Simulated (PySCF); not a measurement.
Compound: ScBr (singlet state).
SMILES: `[Sc][Br]`

Level of theory: PBE0/def2-SVPD in PySCF (dipole) on a PBE0-D3(BJ)/def2-SVP geometry, gas phase.

Take the most abundant isotopes and a rigid rotor. 

Q: What are the moment of inertia and the rotational constant?

A: I = 160.054 u·Å², B = 505379 MHz·u·Å²/I = 3158 MHz (0.1053 cm⁻¹, or 0.152 K as hB/k). For two atoms I = μr² with μ = 28.6407 u and r = 2.3640 Å.

Q: List the first levels of a rigid rotor in a Σ state.

A: E(J) = BJ(J+1): J = 1: 0.211, J = 2: 0.632, J = 3: 1.264, J = 4: 2.106, J = 5: 3.160, J = 6: 4.424 cm⁻¹.

Q: Where do the first rotational lines fall?

A: The dipole is 3.02 D; J+1 ← J lies at 2B(J+1): 1 ← 0 at 6.32 GHz, 2 ← 1 at 12.63 GHz, 3 ← 2 at 18.95 GHz, 4 ← 3 at 25.26 GHz, 5 ← 4 at 31.58 GHz, 6 ← 5 at 37.89 GHz.

Q: Estimate the classical rotational partition function at 25 K, 100 K and 298.15 K.

A: Point group C∞v, symmetry number σ = 1; q = kT/(σhB), k/h = 20836.6 MHz/K: 165 at 25 K, 660 at 100 K, 1970 at 298.15 K.

Stationary, but not proved a minimum. These are rigid-rotor constants of the computed structure; measured ground-state constants (B0) also hold zero-point vibration.

Cost: about 4 s of CPU time on one thread; the machine was shared, so the figure is rough. This is the PBE0/def2-SVPD job that gave the dipole, with the excitations it also computed.
